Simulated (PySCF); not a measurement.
# Steps of a relaxation of [WO3F]−

[WO3F]− (singlet; a saddle point, relaxed within its symmetry). PySCF 2.14.0, RKS PBE, W def2-SVP with ECP60, O def2-SVP, F def2-SVP; non-relativistic Hamiltonian with scalar-relativistic core potentials where named; density fitting; no spin-orbit coupling. Origin of the start: released along the symmetry-breaking force. Columns: position (Å) and force (eV/Å). Energies are counted from the last step; some of the 6 steps are shown. Forces carry noise of the integration grid, about 0.01 to 0.03 eV/Å.

Run from Python with OMP_NUM_THREADS=2. Where DIIS fails, smearing, a level shift and second-order steps follow.
It took 92 s on 2 threads of Arm Neoverse V2, with other jobs on the host, from the converged density of the start.

```xyz
5
step 0  E = 0.132 eV
W     0.0220    0.0869    0.0000    -3.72    0.32    0.00
O     1.7082   -0.2415    0.0000     2.79   -0.41    0.00
O    -0.0387    1.8505    0.0000     0.01   -0.05    0.00
O    -1.8642   -0.2755    0.0000     1.06    0.15    0.00
F    -0.0488   -1.9646    0.0000    -0.15   -0.02    0.00
```

```xyz
5
step 2  E = 0.000 eV
W    -0.0036    0.0859    0.0000     0.04    0.03    0.00
O     1.7557   -0.2403    0.0000     0.00   -0.04    0.00
O    -0.0650    1.8461    0.0000    -0.02    0.06    0.00
O    -1.8248   -0.2717    0.0000    -0.03   -0.01    0.00
F    -0.0838   -1.9641    0.0000     0.01   -0.04    0.00
```

```xyz
5
step 3  E = 0.000 eV
W    -0.0034    0.0868    0.0000     0.01    0.05    0.00
O     1.7552   -0.2427    0.0000    -0.01   -0.02    0.00
O    -0.0659    1.8485    0.0000     0.00   -0.01    0.00
O    -1.8252   -0.2717    0.0000     0.01   -0.01    0.00
F    -0.0823   -1.9649    0.0000     0.00   -0.01    0.00
```

Question: Where does the relaxation end?

Answer: It converges at step 5 in Cs:
```xyz
5
step 5  E = 0
W    -0.0030    0.0899    0.0000
O     1.7540   -0.2464    0.0000
O    -0.0668    1.8516    0.0000
O    -1.8230   -0.2747    0.0000
F    -0.0827   -1.9645    0.0000
```

Question: How did the contacts change?

Answer: 
| contact | start (Å) | end (Å) |
| --- | --- | --- |
| W1–O2 (O) | 1.718 | 1.789 |
| W1–O3 (O) | 1.765 | 1.763 |
| W1–O4 (O) | 1.921 | 1.856 |
| W1–F5 (F) | 2.053 | 2.056 |


The relaxed state isn't the lowest spin state tried at its geometry.
